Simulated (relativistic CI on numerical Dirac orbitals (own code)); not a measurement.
**Tl66+: q coefficients and field-shift factors**

Computed by Dirac-Coulomb-Breit CI, KLI orbitals optimised for each configuration, derivatives by finite differences, unscaled Slater integrals, QED left out (own radial code, finite nucleus).

Configurations in the expansion (outside the closed core [Ne]): 3s2 3p3, 3s2 3p2 3d, 3s 3p4, 3s2 3p 3d2, 3p5, 3s 3p3 3d, 3p3 3d2, 3s 3p2 3d2. Levels of other configurations are missing.

With x = (α/α₀)² − 1 an excitation energy changes as ω = ω₀ + qx; K = 2q/ω₀ is the relative enhancement. Terms are leading LS components, so labels can repeat. The field-shift factor is F = δν/δ⟨r²⟩ for the transition from the lowest level.

Lowest level 3s2 3p3 2P°_3/2.

| Level | ω₀ (cm⁻¹) | q (cm⁻¹) | F (GHz/fm²) |
| --- | --- | --- | --- |
| 3s2 3p2 3d 2D_3/2 | 2109285 | 139800 | 47.9 |
| 3s2 3p2 3d 2D_5/2 | 3231946 | 1.192e+06 | 57 |
| 3s2 3p3 4S°_3/2 | 4308073 | 5.674e+06 | -1260 |
| 3s2 3p3 2D°_5/2 | 4414212 | 5.666e+06 | -1270 |
| 3s2 3p3 2P°_1/2 | 4555513 | 5.681e+06 | -1260 |
| 3s 3p4 4P_5/2 | 5994262 | 6.145e+06 | -14800 |
| 3s 3p4 2P_3/2 | 6246435 | 6.016e+06 | -9410 |
| 3s 3p4 2S_1/2 | 6278631 | 6.127e+06 | -13100 |
| 3s2 3p2 3d 4F_5/2 | 6382317 | 5.794e+06 | -1290 |
| 3s2 3p2 3d 4D_1/2 | 6413299 | 5.814e+06 | -1470 |
| 3s2 3p2 3d 4D_3/2 | 6426549 | 5.853e+06 | -3160 |
| 3s2 3p2 3d 2G_7/2 | 6494979 | 5.788e+06 | -1190 |
| 3s2 3p2 3d 2D_5/2 | 6778183 | 5.861e+06 | -1790 |

At this charge energies of transitions that change n are usually good to better than 1 %, and those within a shell (Δn = 0) to a few per cent.

**Question.** Which transition from the lowest level has the largest |K|?

**Answer.** 3s2 3p3 4S°_3/2 at 4308073 cm⁻¹, K = 2.63.
